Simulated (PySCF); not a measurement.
## [GdCl4]− at several levels of theory

Computed with PySCF 2.14.0 (density fitting, no spin-orbit coupling) at the geometry relaxed with PBE0:

```xyz
5
[GdCl4]− (singlet in the valence; each metal's 4f electrons, 7 of them, lie in its core potential, out of spins and levels)
Gd    0.0000    0.0000    0.0000
Cl    1.4765    1.4765    1.4765
Cl   -1.4765   -1.4765    1.4765
Cl    1.4765   -1.4765   -1.4765
Cl   -1.4765    1.4765   -1.4765
```

```json
{"level": "PBE0", "basis": "Gd lcecp-1-SVP with ECP53, Cl def2-SVP", "state": "singlet", "HOMO (eV)": "-4.53", "gap (eV)": "7.88", "charge on Gd1 (e)": "0.75", "population of f-type functions on Gd1 (polarisation alone where 4f lies in the core)": "0.05", "dipole about the centre of mass (D)": "0.00", "largest force component (eV/Å)": "0.00"}
{"level": "PBE0", "basis": "Gd lcecp-1-TZVP with ECP53, Cl def2-TZVP", "state": "singlet", "HOMO (eV)": "-4.79", "gap (eV)": "8.02", "charge on Gd1 (e)": "1.31", "population of f-type functions on Gd1 (polarisation alone where 4f lies in the core)": "0.07", "dipole about the centre of mass (D)": "0.00", "largest force component (eV/Å)": "0.01"}
```

In the lcecp rows the 4f levels are missing from HOMO and gap, and the state counts the valence alone.

Charges are Mulliken's, which hang on the basis. The relaxation used the grid (50, 194), these runs (75, 302) or, all-electron (x2c bases, spin-free X2C Hamiltonian), (99, 590).

**Question.** A further run in the first row's basis gives HOMO (eV) -3.26, gap (eV) 6.27, charge on Gd1 (e) 0.71, population of f-type functions on Gd1 (polarisation alone where 4f lies in the core) 0.05, dipole about the centre of mass (D) 0.00, largest force component (eV/Å) 0.10. Which level was it?
A. TPSS
B. M06-L

**Answer.** A. The others give HOMO -3.44 eV (M06-L).

In the first row's basis the gap widens with exact exchange: 6.3 to 6.6 eV for TPSS, M06-L (none); 7.9 eV for PBE0 (a fixed share).

An lcecp potential fixes the number of 4f electrons, so in runs with it no electron can move into or out of that shell.
